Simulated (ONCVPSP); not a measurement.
# Transferability test, ONCV potential for boron

* Element: boron
* Generator: ONCVPSP 4.0.1
* Type: optimised norm-conserving Vanderbilt (ONCV)
* Functional: PBEsol
* Relativity: scalar-relativistic
* Frozen core: [He]
* Valence charge: 3
* Reference configuration: 2s2 2p0.5 (charge +0.5)
* Partial waves: 2s: rc 1.50 bohr, ncon 3, nbas 6, qcut 5.3 1/bohr, 1 projector; 2p: rc 3.40 bohr, ncon 3, nbas 6, qcut 4.3 1/bohr, 2 projectors, debl 1.5 Ha
* Local potential: polynomial inside 0.95 bohr (lpopt 5, dvloc0 2 Ha)
* Core correction: Teter function, fcfact 4.5, rcfact 1.45

Energies are relative to the spin-unpolarised reference configuration 2s2 2p0.5; without spin polarisation the order of configurations can differ from experiment.

```
valence configuration  charge  ΔE all-electron (eV)  error AE − PS (meV)
              2s2 2p0      +1                 5.284                  +49
              2s1 2p2       0                 2.964                  +35
```

(1) What are ΔE and the potential's error for 2s1 2p0?

(2) What are ΔE and the potential's error for 2s2 2p1?

Results:

(1) ΔE = 30.546 eV all-electron; the error (AE − PS) is +213 meV.

(2) ΔE = -2.855 eV all-electron; the error (AE − PS) is +21 meV.
